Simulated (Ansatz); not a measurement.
Cost and result for the atomization energy of C2H8AsN, SMILES `CN[AsH]C` (12 atoms, 11 bonds).

```json
{"atom": "C1", "x (Å)": "0.680", "y (Å)": "-1.904", "z (Å)": "-0.535"}
{"atom": "N2", "x (Å)": "0.039", "y (Å)": "-0.603", "z (Å)": "-0.521"}
{"atom": "As3", "x (Å)": "-0.006", "y (Å)": "0.267", "z (Å)": "1.113"}
{"atom": "C4", "x (Å)": "-1.077", "y (Å)": "1.794", "z (Å)": "0.517"}
{"atom": "H5", "x (Å)": "0.470", "y (Å)": "-2.409", "z (Å)": "-1.483"}
{"atom": "H6", "x (Å)": "1.771", "y (Å)": "-1.881", "z (Å)": "-0.400"}
{"atom": "H7", "x (Å)": "0.262", "y (Å)": "-2.521", "z (Å)": "0.263"}
{"atom": "H8", "x (Å)": "0.388", "y (Å)": "-0.013", "z (Å)": "-1.265"}
{"atom": "H9", "x (Å)": "1.332", "y (Å)": "1.035", "z (Å)": "1.064"}
{"atom": "H10", "x (Å)": "-1.069", "y (Å)": "2.559", "z (Å)": "1.294"}
{"atom": "H11", "x (Å)": "-2.101", "y (Å)": "1.455", "z (Å)": "0.361"}
{"atom": "H12", "x (Å)": "-0.690", "y (Å)": "2.220", "z (Å)": "-0.409"}
```

The species carries charge 0 and has multiplicity 1. Correlated methods include outer-core shells of As, which these sets cover unevenly. Scalar relativity is left out up to krypton. The structure was optimised at the PBE0-D4/def2-TZVP level. It is one conformer, not always the lowest. Program: Ansatz. All runs use 4 threads of an Arm Neoverse V2 on a shared host. Times are those of one run each, without the atoms' runs, and a repeat can differ threefold. Electronic energies, without spin–orbit coupling; frozen cores. CCSD(T)/CBS adds CCSD(T) − MP2 in def2-TZVPP to the MP2 limit, and its time is that of the two runs behind it. T1 = 0.010. With those shells the extrapolation isn't a true limit. B3LYP takes the VWN-RPA correlation (the form of Gaussian; ORCA's B3LYP/G).

CCSD(T)/CBS is a level of theory with its own doubt, some kJ/mol a heavy atom from the limit and from the frozen cores, so smaller differences don't rank the functionals.

```csv
level,functions,wall time,atomization (kJ/mol),difference from CCSD(T)/CBS,per bond
PBE-D4/def2-TZVPP (with forces),253,2 s,4177.4,78.2,7.1
PBE0-D4/def2-TZVPP,253,2.3 s,4106.3,7.1,0.6
B3LYP-D4/def2-TZVPP (with forces),253,3.8 s,4127.1,27.9,2.5
r2SCAN-D4/def2-TZVPP (with forces),253,4 s,4093.9,-5.3,-0.5
B2PLYP/def2-TZVPP,253,4.4 s,4063.8,-35.4,-3.2
ωB97X-V/def2-TZVPP,253,8 s,4129.9,30.7,2.8
ωB97M-V/def2-TZVPP (with forces),253,9 s,4112.4,13.2,1.2
MP2/def2-QZVPP,500,20 s,4064.7,-34.5,-3.1
CCSD(T)/def2-TZVPP,253,2.7 min,3995.8,-103.4,-9.4
CCSD(T)/CBS(def2),–,3 min,4099.2,0.0,0.0
```

From PBE to PBE0 (25 % exact exchange), in def2-TZVPP and without D4, the atomization energy moves by −67.5 kJ/mol: exact exchange takes away binding that semilocal exchange gives to molecules. In def2-TZVPP, CCSD(T) changes the Hartree–Fock value by +1102.9 kJ/mol (the triples alone add +56.4 kJ/mol) and MP2 by +1110.8 kJ/mol; breaking electron pairs costs correlation energy, which Hartree–Fock lacks. The D4 term adds +35.5 kJ/mol with B3LYP and +18.5 kJ/mol with PBE0; it sums over pairs of atoms, weighted by their polarisabilities, and B3LYP, whose exchange is more repulsive, gets the larger term.
